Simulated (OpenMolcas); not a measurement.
## A ladder of methods for C4H11As (tert-butylarsine)

C4H11As: 16 atoms, total charge 0, spin state singlet. As SMILES, `CC(C)(C)[AsH2]`. The shape is that of a PBE0-D4/def2-TZVP optimisation. This is one conformer, not always the lowest.

```xyz
16

C    -0.7179    0.5399   -1.0814
C     0.0549   -0.0415    0.0912
C     1.4850    0.4833    0.0948
C     0.0551   -1.5634    0.0222
As   -0.7582    0.4642    1.8482
H    -0.7388    1.6315   -1.0468
H    -0.2457    0.2435   -2.0265
H    -1.7504    0.1838   -1.0980
H     2.0613    0.0839    0.9334
H     1.5136    1.5748    0.1530
H     1.9939    0.1878   -0.8297
H    -0.9609   -1.9672    0.0270
H     0.6003   -2.0070    0.8594
H     0.5388   -1.8954   -0.9034
H    -0.9373    1.9406    1.5100
H    -2.1937    0.1412    1.4465
```

Each level gives the dipole moment (D). The values are calculated.

```tsv
level	kind	program	value (D)	CPU time
HF/6-31G* (spherical functions)	Hartree–Fock	OpenMolcas	1.25	18 s
SVWN5/6-31G* (spherical functions)	LDA	OpenMolcas	1.42	59 s
BLYP/6-31G* (spherical functions)	GGA	OpenMolcas	1.26	82 s
TPSS/6-31G* (spherical functions)	meta-GGA	OpenMolcas	1.33	97 s
BHLYP/6-31G* (spherical functions)	global hybrid	OpenMolcas	1.24	81 s
```

All-electron rows without a relativistic Hamiltonian named are non-relativistic. The values span 1.24 to 1.42 D. CPU times are rough (shared hosts, several kinds of processor): they show what a rung costs within a factor of a few.
